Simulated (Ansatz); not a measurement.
Z-matrix (Å, degrees):
```
C
O 1 1.389
H 1 1.100 2 111.2
H 1 1.097 2 110.5 3 -118.7
H 1 1.100 2 113.1 3 121.0
Al 2 1.717 1 131.4 3 -108.2
C 6 1.954 2 115.4 1 -171.1
C 6 1.966 2 117.6 1 -14.0
S 6 2.635 2 93.2 1 88.0
H 7 1.094 6 111.7 2 -34.8
H 7 1.095 6 111.0 2 84.5
H 7 1.095 6 112.4 2 -156.2
H 8 1.095 6 113.3 2 41.7
H 8 1.096 6 110.8 2 -78.0
H 8 1.095 6 111.9 2 163.3
H 9 1.343 6 93.4 2 -55.6
H 9 1.344 6 100.1 2 -148.9
```

Charge 0, multiplicity 1.

(1) List the r2SCAN/def2-TZVPP orbital energies in eV (Ansatz). (An estimate is asked.)

Answers

(1) The calculation gave: Occupied: -2410.64, -1515.69, -514.49, -273.78, -271.78, -271.63, -215.08, -159.16, -159.08, -158.94, -109.20, -69.53, -69.36, -69.30, -25.30, -20.55, -17.18, -16.95, -16.76, -12.58, -11.53, -10.80, -10.62, -10.49, -9.57, -9.51, -9.24, -9.21, -8.69, -7.37, -6.58, -6.10, -6.02. Lowest empty: -1.12, -0.42, 0.93, 1.18, 1.58, 1.83, 2.52, 2.84.
